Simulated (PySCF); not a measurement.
C₂H₃F₂Ga. Atoms are numbered in the order given.

```xyz
8

Ga    -0.0427    -0.3203     0.0000
F     -0.9687    -1.8064     0.0000
F      1.6884    -0.6032     0.0000
C     -0.7587     1.4729     0.0000
C      0.0666     2.5296     0.0000
H     -1.8434     1.6235     0.0000
H     -0.3137     3.5582     0.0000
H      1.1562     2.4185     0.0000
```

The structure is a stationary point at B3LYP-D3(BJ)/def2-SVP. One conformer was computed; it need not be the lowest.

All values below come from PySCF 2.14.0 with TDA-PBE/def2-SVPD.

Vertical excitations.  State labels are in the subgroup Cs.

### Question
Estimate the UV-visible absorptions. (An estimate is asked for; the answer gives what the named calculation found.)

### Answer

```json
[
 {"state": "S1", "symmetry": "A\"", "energy (eV)": "5.59", "λ (nm)": "222", "f": "0.008", "main pairs": "HOMO−1→LUMO 97 %"},
 {"state": "S2", "symmetry": "A\"", "energy (eV)": "5.99", "λ (nm)": "207", "f": "0.007", "main pairs": "HOMO→LUMO+1 98 %"},
 {"state": "S3", "symmetry": "A\"", "energy (eV)": "6.10", "λ (nm)": "203", "f": "0.000", "main pairs": "HOMO−2→LUMO 100 %"},
 {"state": "S4", "symmetry": "A'", "energy (eV)": "6.34", "λ (nm)": "196", "f": "0.039", "main pairs": "HOMO→LUMO 49 %, HOMO−1→LUMO+1 21 %, HOMO→LUMO+2 19 %"},
 {"state": "S5", "symmetry": "A'", "energy (eV)": "6.46", "λ (nm)": "192", "f": "0.009", "main pairs": "HOMO−3→LUMO 90 %"},
 {"state": "S6", "symmetry": "A\"", "energy (eV)": "6.66", "λ (nm)": "186", "f": "0.001", "main pairs": "HOMO−4→LUMO 99 %"},
 {"state": "S7", "symmetry": "A'", "energy (eV)": "6.85", "λ (nm)": "181", "f": "0.398", "main pairs": "HOMO−1→LUMO+1 60 %, HOMO→LUMO 22 %"},
 {"state": "S8", "symmetry": "A'", "energy (eV)": "6.98", "λ (nm)": "178", "f": "0.038", "main pairs": "HOMO−5→LUMO 83 %"},
 {"state": "S9", "symmetry": "A'", "energy (eV)": "7.12", "λ (nm)": "174", "f": "0.048", "main pairs": "HOMO−2→LUMO+1 90 %"},
 {"state": "S10", "symmetry": "A\"", "energy (eV)": "7.20", "λ (nm)": "172", "f": "0.000", "main pairs": "HOMO−3→LUMO+1 99 %"},
 {"state": "T1", "symmetry": "A'", "energy (eV)": "4.18", "λ (nm)": "296", "f": "0", "main pairs": "HOMO→LUMO 96 %"},
 {"state": "T2", "symmetry": "A\"", "energy (eV)": "5.08", "λ (nm)": "244", "f": "0", "main pairs": "HOMO−1→LUMO 99 %"},
 {"state": "T3", "symmetry": "A\"", "energy (eV)": "5.75", "λ (nm)": "216", "f": "0", "main pairs": "HOMO→LUMO+1 99 %"},
 {"state": "T4", "symmetry": "A'", "energy (eV)": "5.87", "λ (nm)": "211", "f": "0", "main pairs": "HOMO−1→LUMO+1 98 %"}
]
```
Triplets are in the Tamm–Dancoff approximation.
